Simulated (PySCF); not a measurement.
PySCF job for Sn(Br)(OH)2(NH2) (BrH₄NO₂Sn), SMILES [NH2][Sn]([OH])([OH])[Br], PBE-D3(BJ)/def2-SVP. Coordinates come from a PBE-D3(BJ)/def2-SVP optimisation. The structure was generated by enumeration; whether it is a known compound was not checked. The def2 effective core potentials stand for the cores of Sn; spin–orbit coupling is left out. One conformer was computed; it need not be the lowest.

```python
import numpy as np
from pyscf import gto, scf, dft, df
from pyscf.hessian import thermo

mol = gto.M(
    atom='''
    N     2.16586421   -0.44349193   -0.69145046
    Sn    0.22308278    0.19950895   -0.55004446
    O     0.02848385    2.18719084   -0.62704260
    O    -0.82747406   -0.42981324   -2.12777630
    Br   -0.66415572   -0.61744418    1.66318760
    H     2.24865461   -1.32261651   -0.15890194
    H     2.36130202   -0.67897876   -1.67663788
    H     0.35300897    2.57382921    0.21053858
    H    -1.64078187    0.10828714   -2.20563680
    ''',
    basis='def2-SVP',
    ecp={'Sn': 'def2-svp'},
    charge=0,
    spin=0,
    max_memory=1600,
    verbose=3,
)
mf = dft.RKS(mol, xc='pbe').density_fit(auxbasis='def2-universal-jkfit')
mf.disp = 'd3bj'
mf.grids.level = 3
mf.conv_tol = 1e-11
mf.max_cycle = 100
mf.kernel()

# [left out here: the lines that compute and print the analytic Hessian (its translational invariance restored by hand, since the grid's response is missing), thermochemistry and intensities]
```

Log of the run:

```
converged SCF energy = -2995.05773624517

WARN: DFTD3 does not support analytical Hessian, using finite difference


WARN: Mole.unit (angstrom) is changed to Bohr

Mode                                 0                   1                   2
Irrep
Freq [cm^-1]                       71.1623            100.3438            112.4350
Reduced mass [au]                   2.1906              3.7030              1.5870
Force const [Dyne/A]                0.0065              0.0220              0.0118
Char temp [K]                     102.3866            144.3724            161.7690
Normal mode                   x     y     z       x     y     z       x     y     z
       0   N                 0.02  0.05  0.05   -0.03 -0.05  0.15   -0.01 -0.01 -0.10
       1  Sn                 0.00  0.01  0.01   -0.02  0.01 -0.01    0.01  0.02  0.02
       2   O                 0.07  0.02 -0.07    0.00  0.01 -0.08   -0.03  0.01 -0.07
       3   O                -0.08 -0.04  0.08    0.01  0.06 -0.05    0.02 -0.01  0.02
       4  Br                -0.01 -0.02 -0.02    0.04 -0.02  0.01   -0.01 -0.02  0.00
       5   H                -0.03 -0.07 -0.13   -0.10 -0.02  0.22    0.12  0.23  0.28
       6   H                 0.13  0.26  0.02    0.06 -0.11  0.19   -0.24 -0.46 -0.04
       7   H                 0.42  0.07 -0.23    0.08  0.05 -0.13    0.32  0.11 -0.25
       8   H                -0.16 -0.14  0.19    0.13  0.22 -0.18    0.08  0.07 -0.07
Mode                                 3                   4                   5
Irrep
Freq [cm^-1]                      140.3768            147.8140            160.4392
Reduced mass [au]                   3.2230              2.6437              2.2712
Force const [Dyne/A]                0.0374              0.0340              0.0344
Char temp [K]                     201.9710            212.6714            230.8363
Normal mode                   x     y     z       x     y     z       x     y     z
       0   N                 0.05  0.10 -0.01   -0.01  0.06 -0.02   -0.02 -0.01 -0.07
       1  Sn                 0.01 -0.04  0.00   -0.03 -0.01 -0.01   -0.01  0.01  0.02
       2   O                -0.04 -0.04 -0.02    0.06 -0.00  0.05    0.05  0.01 -0.13
       3   O                -0.06  0.12 -0.01    0.10  0.01 -0.10    0.06  0.01 -0.03
       4  Br                -0.01  0.01  0.01    0.01  0.01  0.02   -0.01 -0.02  0.02
       5   H                 0.16  0.10 -0.03    0.05  0.05 -0.05   -0.05 -0.18 -0.36
       6   H                 0.08  0.15 -0.02   -0.01  0.09 -0.03   -0.01  0.30 -0.15
       7   H                 0.15  0.01 -0.12    0.51 -0.02 -0.11   -0.29  0.05 -0.02
       8   H                 0.12  0.38 -0.10   -0.07 -0.24  0.01    0.13  0.09 -0.15
Mode                                 6                   7                   8
Irrep
Freq [cm^-1]                      183.6911            223.5486            252.4709
Reduced mass [au]                   2.5084              1.8016              6.3862
Force const [Dyne/A]                0.0499              0.0530              0.2398
Char temp [K]                     264.2905            321.6366            363.2494
Normal mode                   x     y     z       x     y     z       x     y     z
       0   N                 0.02  0.10 -0.00   -0.02 -0.01 -0.01   -0.02  0.02 -0.00
       1  Sn                -0.02 -0.00 -0.01   -0.01 -0.00  0.02   -0.02 -0.02  0.05
       2   O                 0.15  0.02 -0.01    0.00  0.00  0.06    0.02 -0.02 -0.04
       3   O                -0.03 -0.04  0.02    0.01 -0.09  0.04    0.02  0.05 -0.01
       4  Br                -0.00 -0.01  0.01    0.02  0.02 -0.04    0.03  0.02 -0.06
       5   H                 0.15  0.26  0.25   -0.02 -0.07 -0.12    0.06  0.09  0.09
       6   H                -0.03 -0.16  0.05   -0.01  0.11 -0.04   -0.06 -0.08  0.01
       7   H                -0.31 -0.07  0.21    0.23 -0.02 -0.01   -0.14  0.01  0.01
       8   H                 0.08  0.11 -0.12    0.36  0.36 -0.43   -0.15 -0.17  0.20
Mode                                 9                  10                  11
Irrep
Freq [cm^-1]                      536.1805            594.7581            605.3129
Reduced mass [au]                   6.8801             10.6633             14.5944
Force const [Dyne/A]                1.1654              2.2224              3.1506
Char temp [K]                     771.4444            855.7244            870.9105
Normal mode                   x     y     z       x     y     z       x     y     z
       0   N                 0.23 -0.04  0.00   -0.05 -0.00 -0.00    0.02 -0.01 -0.00
       1  Sn                -0.02  0.00  0.01    0.02 -0.02  0.01   -0.02 -0.02 -0.02
       2   O                -0.00  0.04 -0.00   -0.02  0.19 -0.01   -0.01  0.13 -0.01
       3   O                -0.03 -0.01 -0.04   -0.06 -0.04 -0.10    0.10  0.06  0.15
       4  Br                 0.00  0.00 -0.00   -0.00  0.00 -0.00   -0.00 -0.00  0.00
       5   H                -0.07 -0.15 -0.10    0.11  0.05  0.05    0.03 -0.01 -0.01
       6   H                -0.08 -0.19 -0.04    0.08  0.06  0.01    0.04  0.00 -0.00
       7   H                -0.01  0.03  0.00    0.01  0.09  0.03    0.00  0.04  0.03
       8   H                -0.03 -0.01 -0.02   -0.05  0.00 -0.03    0.07 -0.00  0.06
Mode                                12                  13                  14
Irrep
Freq [cm^-1]                      676.6336            843.9420            867.1104
Reduced mass [au]                   1.2334              1.0725              1.0931
Force const [Dyne/A]                0.3327              0.4501              0.4843
Char temp [K]                     973.5251           1214.2446           1247.5788
Normal mode                   x     y     z       x     y     z       x     y     z
       0   N                -0.02  0.09  0.04   -0.00 -0.02  0.03   -0.00 -0.01  0.01
       1  Sn                 0.01 -0.01 -0.00   -0.00  0.01 -0.00   -0.01 -0.00 -0.01
       2   O                 0.00  0.02 -0.00   -0.02  0.01 -0.03    0.02 -0.01  0.04
       3   O                -0.00  0.00 -0.00    0.01 -0.02 -0.02    0.02 -0.04 -0.02
       4  Br                 0.00  0.00 -0.00    0.00 -0.00 -0.00    0.00  0.00  0.00
       5   H                -0.59 -0.11 -0.16    0.36 -0.04 -0.06    0.11 -0.01 -0.02
       6   H                -0.62 -0.16 -0.04   -0.34  0.09 -0.06   -0.08  0.03 -0.02
       7   H                 0.01  0.01  0.01    0.14 -0.61  0.21   -0.12  0.58 -0.20
       8   H                 0.01  0.03  0.02    0.13  0.23  0.40    0.20  0.35  0.58
Mode                                15                  16                  17
Irrep
Freq [cm^-1]                      875.8264           1480.7971           3390.3997
Reduced mass [au]                   1.0938              1.0889              1.0500
Force const [Dyne/A]                0.4944              1.4068              7.1110
Char temp [K]                    1260.1192           2130.5373           4878.0303
Normal mode                   x     y     z       x     y     z       x     y     z
       0   N                 0.00  0.02 -0.06   -0.04  0.06  0.02   -0.02  0.05  0.02
       1  Sn                -0.00  0.00  0.01    0.00  0.00  0.00    0.00  0.00  0.00
       2   O                -0.01  0.01 -0.02   -0.00  0.00 -0.00   -0.00 -0.00 -0.00
       3   O                 0.02 -0.02 -0.02    0.00 -0.00 -0.00    0.00 -0.00  0.00
       4  Br                -0.00 -0.00  0.00    0.00 -0.00  0.00    0.00  0.00 -0.00
       5   H                -0.56  0.06  0.10    0.28 -0.29 -0.54    0.06 -0.55  0.38
       6   H                 0.53 -0.14  0.09    0.23 -0.61  0.20    0.14 -0.12 -0.68
       7   H                 0.08 -0.28  0.09    0.00 -0.00  0.00    0.00 -0.00 -0.00
       8   H                 0.14  0.23  0.34    0.00  0.00  0.00    0.00  0.00  0.00
Mode                                18                  19                  20
Irrep
Freq [cm^-1]                     3493.2215           3695.8132           3701.2053
Reduced mass [au]                   1.0925              1.0667              1.0669
Force const [Dyne/A]                7.8550              8.5846              8.6108
Char temp [K]                    5025.9680           5317.4523           5325.2104
Normal mode                   x     y     z       x     y     z       x     y     z
       0   N                 0.00  0.03 -0.07    0.00 -0.00 -0.00    0.00 -0.00 -0.00
       1  Sn                 0.00  0.00 -0.00   -0.00  0.00  0.00    0.00 -0.00  0.00
       2   O                 0.00 -0.00 -0.00   -0.00 -0.00 -0.00    0.02  0.03  0.05
       3   O                 0.00  0.00  0.00   -0.05  0.03 -0.01   -0.00  0.00 -0.00
       4  Br                -0.00 -0.00  0.00    0.00 -0.00  0.00   -0.00 -0.00  0.00
       5   H                 0.06 -0.59  0.36    0.00 -0.00  0.00    0.00 -0.00 -0.00
       6   H                -0.13  0.15  0.62    0.00  0.00  0.00   -0.00 -0.00  0.00
       7   H                 0.00  0.00  0.00    0.02  0.03  0.06   -0.32 -0.40 -0.82
       8   H                -0.00  0.00  0.00    0.81 -0.52  0.09    0.06 -0.04  0.01
temperature 298.1500 [K]
pressure 101325.00 [Pa]
Rotational constants [GHz] 2.69865 0.99957 0.96850
Symmetry number 1
Zero-point energy (ZPE) 0.05047 [Eh]   132507.250 [J/mol]
                           tot       elec      trans        rot        vib
Entropy [J/mol/K]       413.015      0.000    177.540    122.170    113.304
Cv [J/mol/K]            120.507      0.000     12.472     12.472     95.563
Cp [J/mol/K]            128.821      0.000     20.786     12.472     95.563
Internal energy [J/mol]                      3718.434   3718.434 149827.212
Internal energy [Eh]   -2994.99784  -2995.05774
Enthalpy [J/mol]                             6197.391   3718.434 149827.212
Enthalpy [Eh]          -2994.99689
Gibbs free energy [J/mol]                  -46736.247 -32706.534 116045.494
Gibbs free energy [Eh] -2995.04380
mode   freq/cm-1   IR/(km/mol)
   1       71.16        13.500
   2      100.34         6.613
   3      112.44        16.032
   4      140.38        36.122
   5      147.81         8.542
   6      160.44        21.511
   7      183.69        22.228
   8      223.55        55.988
   9      252.47       112.829
  10      536.18        60.744
  11      594.76        69.509
  12      605.31        65.515
  13      676.63        61.053
  14      843.94        29.947
  15      867.11        85.634
  16      875.83        60.870
  17     1480.80        13.143
  18     3390.40        18.826
  19     3493.22        15.819
  20     3695.81        65.174
  21     3701.21        56.602
max |gradient| / (hartree/bohr): 0.00011339553127595034
APT charges: [-0.6065  1.8088 -0.7086 -0.7122 -0.5218  0.1332  0.1339  0.2374  0.2359]
```

Self-consistency was reached.

Cost: about 2.5 core-minutes (a rough figure).
